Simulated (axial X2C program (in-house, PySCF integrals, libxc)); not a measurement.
## Testing model relations on SnO

A bond curve at the PBE0 level, 2c, was computed with an in-house relativistic program for diatomic molecules (basis Sn dyall-cv3z [11s12p9d4f1g], O dyall-av3z [7s6p3d2f] (cores contracted in-house)) for the state Ω = 0 (closed shell). Its fit gives Re = 1.8191 Å, ωe = 868.1 cm⁻¹, ωexe = 3.17 cm⁻¹ and αe = 1.909e-03 cm⁻¹; the masses are 119.9022 and 15.9949 u. Two-component means X2C with spin–orbit coupling and atomic mean-field Coulomb and Gaunt terms.

**Question.** Find the reduced mass, Be and the force constant.

**Answer.** From the PBE0 values: μ = 14.1123 u. Be = 16.8576/(μ Re²) = 0.361 cm⁻¹. k = 5.8918×10⁻⁷ μ ωe² = 6.27 mdyn/Å.

**Question.** Give B0, the J = 1←0 line in GHz and the most populated J at 300 K (kT = 208.5 cm⁻¹).

**Answer.** B0 = Be − αe/2 = 0.36 cm⁻¹; 2B0 = 21.59 GHz; J(max) ≈ √(kT/2B0) − 1/2 = 16.5, so J = 17.

**Question.** Where do the fundamental and the first overtone lie?

**Answer.** ν(1←0) = ωe − 2ωexe = 861.8 cm⁻¹; ν(2←0) = 2ωe − 6ωexe = 1717.2 cm⁻¹.

**Question.** A Morse curve ties αe to the other constants (Pekeris). How well does that hold?

**Answer.** αe(Morse) = 6Be²/ωe × (√(ωexe/Be) − 1) = 1.768e-03 cm⁻¹; the PBE0 curve gives 1.909e-03 cm⁻¹, a ratio of 0.93.

**Question.** Estimate the centrifugal constant by the Kratzer relation.

**Answer.** D = 4Be³/ωe² = 2.50e-07 cm⁻¹.

The state is one determinant whose occupation by symmetry is held fixed; it was picked as the lowest of a PBE0 search that is not exhaustive.
